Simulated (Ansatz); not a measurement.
`O[SiH2]S[SiH2]Cl`, relaxed with RKS PBE0-D4/def2-TZVP in Ansatz 0.2.0 from a GFN2-xTB geometry. The force threshold is 0.005 eV/Å; the program also tests the step.

Total charge 0; spin multiplicity 1.

Start:

```xyz
10

O    -1.153   -1.460    0.248
Si    0.256   -1.585   -0.521
S     0.995    0.377   -1.134
Si    0.348    1.715    0.385
Cl   -1.679    1.677    0.570
H    -1.732   -0.696    0.201
H     0.146   -2.278   -1.791
H     1.193   -2.125    0.448
H     0.738    3.026   -0.090
H     0.887    1.349    1.684
```

```tsv
step	energy (eV)	largest force (eV/Å)	largest move (Å)
1	-41231.5526	1.346	0.000
2	-41231.6370	0.416	0.111
3	-41231.6635	0.214	0.055
4	-41231.6689	0.755	0.073
5	-41231.6855	0.220	0.049
6	-41231.6909	0.176	0.037
7	-41231.7001	0.087	0.140
8	-41231.7027	0.322	0.102
9	-41231.7061	0.176	0.048
10	-41231.7084	0.071	0.052
11	-41231.7098	0.075	0.101
12	-41231.7108	0.138	0.044
13	-41231.7111	0.069	0.006
14	-41231.7113	0.030	0.021
15	-41231.7114	0.010	0.029
16	-41231.7114	0.011	0.010
17	-41231.7114	0.005	0.002
18	-41231.7114	0.003	0.004
```

End:

```xyz
10

O    -1.110   -1.439    0.395
Si    0.279   -1.448   -0.473
S     0.670    0.453   -1.384
Si    0.326    1.657    0.328
Cl   -1.676    2.072    0.573
H    -1.885   -1.024    0.011
H     0.258   -2.391   -1.617
H     1.336   -1.801    0.498
H     1.015    2.946    0.113
H     0.788    0.974    1.556
```

It took 55 s on 2 threads of an AMD EPYC 7R13 on a shared host and a share of an NVIDIA H100 80 GB, with 0.92 GiB of host memory at the peak.
